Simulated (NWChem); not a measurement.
Molecule: SiH3TeOI; SMILES [SiH3]O[Te]I

```xyz
7

Te     0.9643     0.6789    -0.0423
I     -0.2829    -1.7228     0.0084
O     -0.4634     1.8414     0.7023
Si    -1.7810     2.3973    -0.1843
H     -1.3260     3.1449    -1.3964
H     -2.5347     3.3042     0.7256
H     -2.6496     1.2604    -0.6128
```
Atoms are numbered in this order, from 1.

Program: NWChem. Coordinates come from a PBE0/def2-SVP optimisation. def2 effective core potentials on Te, I; no spin-orbit coupling. Level M06-L/def2-SVP: energy and gradient on several grids; changes count from the extra-fine grid, which is no exact limit either.

```csv
grid,size of the energy change (μHa),largest change of a gradient component (μHa/bohr)
xcoarse,1000,5000
coarse,200,1000
medium,40,500
fine,30,200
xfine,< 10,< 30
```
